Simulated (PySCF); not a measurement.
Si(Cl)2(GeH3)(OH) (Cl₂GeH₄OSi), SMILES O[Si](Cl)(Cl)[GeH3]. The structure is a stationary point at ωB97X-D3(BJ)/def2-SVP. The structure was generated by enumeration, and PubChem lists no compound with its InChIKey, so it may never have been made. Other conformers were not sampled.

Level of theory: ωB97X-D3(BJ)/def2-SVP run with PySCF.

Harmonic wavenumbers (cm⁻¹): 88, 101, 111, 189, 195, 206, 314, 380, 486, 493, 575, 610, 803, 821, 899, 900, 947, 2200, 2204, 2204, 3912. Rotational constants (GHz): 1.744, 1.009, 0.8364; symmetry number 1.

**Question.** Work out the zero-point energy and the ideal-gas rigid-rotor harmonic-oscillator thermochemistry at 298.15 K and 1 atm.

**Answer.** ZPE = ½ Σ hcν = ½ × 18636 cm⁻¹ = 26.64 kcal/mol. H − E(el) = 32.61 kcal/mol. Entropy in cal/(mol K): translation 41.66, rotation 29.77, vibration 22.37, total 93.80. G − E(el) = 4.64 kcal/mol. Cp = 29.85 cal/(mol K). Modes under 150 cm⁻¹ make the vibrational entropy uncertain.
